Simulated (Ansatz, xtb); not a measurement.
**Two isomers of C5H3N3**

Structure X: `N#Cc1ccncn1`, a singlet. Structure Y: `N#Cc1ncccn1`, a singlet. Both are isolated molecules in the gas phase, relaxed with PBE-D3(BJ)/def2-SVP.

Task: Estimate which is lower in electronic energy at CCSD(T)/def2-SVP + ΔMP2/def2-TZVPP, and by roughly how much.

Result: CCSD(T)/def2-SVP + ΔMP2/def2-TZVPP gives E(Y) − E(X) = +0.78 kcal/mol, slightly favouring structure X, which is too small a margin to settle the true order.

The same difference at several levels:

```tsv
level	geometry	E(Y) − E(X) (kcal/mol)	departure from the last row (kcal/mol)	job, with rough time for the two
GFN2-xTB	GFN2-xTB	+0.96	+0.18	optimisation, 0.11 s
HF/STO-3G	GFN2-xTB	−0.04	−0.82	single point, 0.42 s
r2SCAN-D4/def2-SVP	GFN2-xTB	+0.21	−0.57	single point, 4.8 s
PBE-D3(BJ)/def2-SVP	PBE-D3(BJ)/def2-SVP	+0.28	−0.50	optimisation, 21 s
HF/def2-SVP	PBE-D3(BJ)/def2-SVP	+0.04	−0.74	part of the CCSD(T) run
MP2/def2-SVP	PBE-D3(BJ)/def2-SVP	+0.27	−0.51	part of the CCSD(T) run
CCSD(T)/def2-SVP	PBE-D3(BJ)/def2-SVP	+0.24	−0.54	single point
CCSD(T)/def2-SVP + ΔMP2/def2-TZVPP	PBE-D3(BJ)/def2-SVP	+0.78		single point, 80 s
```

As drawn, both hold the same kinds of bond in the same numbers.

The largest departure from CCSD(T)/def2-SVP + ΔMP2/def2-TZVPP is that of HF/STO-3G, 0.82 kcal/mol. The last row adds to CCSD(T) the change of the MP2 difference between the two basis sets, here +0.54 kcal/mol.

With thermal terms from frequencies at re-optimised GFN2-xTB minima (ideal gas, soft modes damped towards free rotors, one conformer each, 298.15 K, 1 atm): the zero-point term adds −0.01 kcal/mol; ΔH is +0.76 and ΔG +1.20 kcal/mol.

The correlated steps freeze 8 core orbitals. Run with Ansatz 0.2.0, xtb 6.7.1; the last row on 2 threads of Arm Neoverse V2 on a shared host.
